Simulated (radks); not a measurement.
Ce, configuration [Xe] 4f1 5d2 6s1 (not the ground configuration). Calculated with a radial shooting solver on a logarithmic mesh with Libxc functionals: Dirac Kohn-Sham, PBE, spin-unpolarised, spherical densities, point nucleus; open shells are shared between the two j in proportion to 2j + 1.

Normalised radial functions P(r) = r R(r) (large component), r in bohr:

```
   r/bohr * 4f7/2 (the largest magnitude, 0.942, reaches the edge; | marks zero)
 0.002559 *
  0.00407 *
 0.006472 *
  0.01029 *
  0.01637 *
  0.02604 *
  0.04141 *
  0.06586 |*
   0.1047 |  *
   0.1666 |        *
   0.2649 |                      *
   0.4214 |                                          *
   0.6702 |                                                      *
    1.066 |                                               *
    1.695 |                            *
    2.696 |            *
    4.288 |   *
    6.819 |*
    10.85 *
```

4f7/2: eigenvalue -3.644 eV, 0 radial nodes, <r> = 1.13 bohr, 90 % of the charge inside 1.96 bohr.
